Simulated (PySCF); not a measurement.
Identify the unknown among the candidates.

All candidates are C7H15F.

- Dipole: 1.76 D [PBE0/pcSseg-1]
- Rotational structure: rotational constants A, B, C: 2.415, 1.598, 1.246 GHz [GFN2-xTB]
- 13C NMR: chemical shifts (computed TMS as zero) by class: 100.2 (1 C), 32.0 (3 C), 9.6 (3 C) ppm [GIAO PBE0/pcSseg-1]
- NMR, other nuclei: isotropic shieldings of nuclei other than C and H, by class: 363 (1 F) ppm [GIAO PBE0/pcSseg-1]
- 1H NMR: chemical shifts (computed TMS as zero) by class: 1.61 (6 H), 0.96 (9 H) ppm [GIAO PBE0/pcSseg-1]

Gas-phase values; electronic properties from PySCF, density fitting. Levels stand in brackets. Isolated species at its GFN2-xTB geometry (one conformer only). NMR values are class means; diastereotopic atoms form classes of their own.

Question: Which candidate is it?
A. `CCC(F)(CC)CC`
B. `CC(C)C(F)C(C)C`
C. `CCC(C)(C)CCF`

Answer: A. It is `CCC(F)(CC)CC`. Numbering: `[CH3:1][CH2:2][C:3]([F:4])([CH2:5][CH3:6])[CH2:7][CH3:8]`. Its formula, C7H15F, gives 0 degrees of unsaturation, so no ring and no π bond. 7 carbons fall into 3 classes; from least to most shielded: sp3 C–F carbon [C3] (100.2 ppm), chain CH2 carbon [C2/C5/C7] (32.0 ppm, 3 C, up to 7.8 ppm apart in this geometry), methyl carbon [C1/C6/C8] (9.6 ppm, 3 C). Hydrogen classes from least to most shielded: 6 H on 3 chain CH2 carbons, C2/C5/C7 (1.61 ppm), 9 H on 3 methyl carbons, C1/C6/C8 (0.96 ppm, a mean of values up to 0.8 ppm apart in this geometry). The other shieldings belong to: 363 ppm, alkyl fluorine [F4]. The optimised geometry has point group Cs and is an asymmetric top.

The others, at the same levels:
- `CCC(C)(C)CCF` fails: it has 6 carbon classes against 3; its computed 13C shifts are 84.0 (1 C), 42.1 (1 C), 36.0 (1 C), 33.2 (1 C), 31.5 (2 C), 10.2 (1 C) ppm, 1H shifts are 4.77 (2 H), 1.71 (2 H), 1.13 (2 H), 0.99 (3 H), 0.94 (6 H) ppm and smallest rotational constant is 1.078 GHz (against 1.246 GHz).
- `CC(C)C(F)C(C)C` fails: it has 4 carbon classes against 3; its computed 13C shifts are 104.8 (1 C), 33.7 (2 C), 20.7 (2 C), 18.5 (2 C) ppm, 1H shifts are 3.89 (1 H), 1.71 (2 H), 1.06 (6 H), 0.98 (6 H) ppm and rotational constant A is 2.877 GHz (against 2.415 GHz).

Each candidate is one conformer, not necessarily the lowest. Dipoles, sizes and rotational constants follow the conformer. The torsions of the flexible species, by atom-mapped SMILES:
- `[CH3:1][CH2:2][C:3]([F:4])([CH2:5][CH3:6])[CH2:7][CH3:8]`: C1–C2–C3–F4 -62°, C2–C3–C5–C6 178°, C2–C3–C7–C8 64°
- `[CH3:1][CH2:2][C:3]([CH3:4])([CH3:5])[CH2:6][CH2:7][F:8]`: C1–C2–C3–C4 -177°, C2–C3–C6–C7 -57°, C3–C6–C7–F8 -179°
- `[CH3:1][CH:2]([CH3:3])[CH:4]([F:5])[CH:6]([CH3:7])[CH3:8]`: C1–C2–C4–F5 -60°, C2–C4–C6–C7 60°
